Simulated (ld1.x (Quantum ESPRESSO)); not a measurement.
What one change does to a pseudopotential (carbon, TM)

- Element: carbon (C)
- Generator: ld1.x (Quantum ESPRESSO) 7.5
- Type: norm-conserving Troullier–Martins (Kleinman–Bylander form)
- Functional: BLYP
- Relativity: scalar-relativistic
- Frozen core: [He]
- Valence charge: 4
- Reference configuration: 2s1 2p3
- Partial waves: 2p (bound): rc 2.15 bohr; 3d channel at 0.35 Ry: rc 1.90 bohr; 2s (bound): rc 1.25 bohr
- Local potential: the s channel
- Core correction: Bessel-smoothed model core, default radius (core density twice the valence density)

Change: all radii but the core radius scaled by about 0.75 (s 0.94, p 1.62, d 1.44 bohr).

Cutoffs: the cutoffs (Ry, on a coarse ladder) from which the occupation-weighted sum of valence levels, in a spherical-Bessel basis at the reference potential, stays within 10 and 1 mRy of its value at 400 Ry; they do not see the model core or the augmentation charge, which bear on the density cutoff. Errors are all-electron minus pseudo energies relative to the spin-unpolarised reference configuration.

Task: Predict the effect on cutoff, ghosts and configuration errors.

Result: The potential gets harder (30 Ry and 70 Ry → 40 Ry and 90 Ry); of the 7 tests that both files solve, the error grows in 1 and shrinks in 6 by more than 15 % and 0.3 meV (median size 26.8 → 13.4 meV); neither file shows a bound ghost. A smaller radius makes the pseudo-wave follow the all-electron one further in, where it bends more sharply, so more plane waves are needed.

```tsv
quantity	base	changed
cutoff, loose	30 Ry	40 Ry
cutoff, tight	70 Ry	90 Ry
loose cutoff by channel (10 mRy a level)	p 25 Ry, s 30 Ry	p 35 Ry, s 30 Ry
bound ghosts	none	none
error for 2s2 2p2, meV [ΔE -8.39 eV]	-1.7	+5.6
error for 2s2 2p1, meV [ΔE 2.44 eV]	+97	+33
error for 2s2 2p0, meV [ΔE 26.62 eV]	+544	+172
error for 2s1 2p0, meV [ΔE 74.77 eV]	+1053	+343
error for 2s2 2p1.5, meV [ΔE -4.45 eV]	+27	+13
error for 2s2 2p2.3, meV [ΔE -9.53 eV]	-9.0	+3.4
error for 2s1 2p2, meV [ΔE 11.08 eV]	+17	+3.2
```
